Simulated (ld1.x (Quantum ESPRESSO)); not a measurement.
## Reading a pseudo-wave (hafnium)

Columns: radius, all-electron u(r) and pseudo u(r) of the 5p shell (level -35.59 eV) of hafnium in the configuration [Kr] 4d10 4f14 5s2 5p6 5d2 6s2 6p0; PBEsol, scalar-relativistic, ultrasoft scheme, ld1.x (Quantum ESPRESSO) 7.5.

```csv
r (bohr),all-electron,pseudo
0.160,-0.3355,-0.0421
0.320,0.3938,-0.1601
0.480,0.3813,-0.3314
0.640,-0.1538,-0.5236
0.800,-0.6304,-0.7022
0.960,-0.9012,-0.8376
1.120,-0.9948,-0.9109
1.280,-0.9733,-0.9174
1.440,-0.8891,-0.8652
1.600,-0.7778,-0.7727
1.760,-0.6611,-0.6616
1.920,-0.5507,-0.5510
2.080,-0.4522,-0.4522
2.240,-0.3675,-0.3675
2.400,-0.2963,-0.2963
2.560,-0.2375,-0.2375
2.720,-0.1895,-0.1895
2.880,-0.1506,-0.1506
3.040,-0.1193,-0.1193
3.200,-0.0943,-0.0943
3.360,-0.0744,-0.0744
3.520,-0.0585,-0.0585
3.680,-0.0460,-0.0460
3.840,-0.0361,-0.0361
4.000,-0.0282,-0.0282
4.160,-0.0221,-0.0221
```

**Question.** How many radial nodes do the two functions have?

**Answer.** The all-electron 5p function has n − l − 1 = 3 (the table is too coarse to show those close to the nucleus); the pseudo-wave has 0, since the states of the same l below it are removed with the core.

**Question.** At about which radius was the pseudo-wave matched?

**Answer.** 2.05 bohr. The columns agree to 0.0005 from 1.76 bohr on; several derivatives are matched, so the curves merge somewhat inside the radius.

**Question.** Is the pseudo-wave norm-conserving?

**Answer.** No, it belongs to an ultrasoft set: the norm inside the radius is not constrained, and the difference is carried by the augmentation charge.
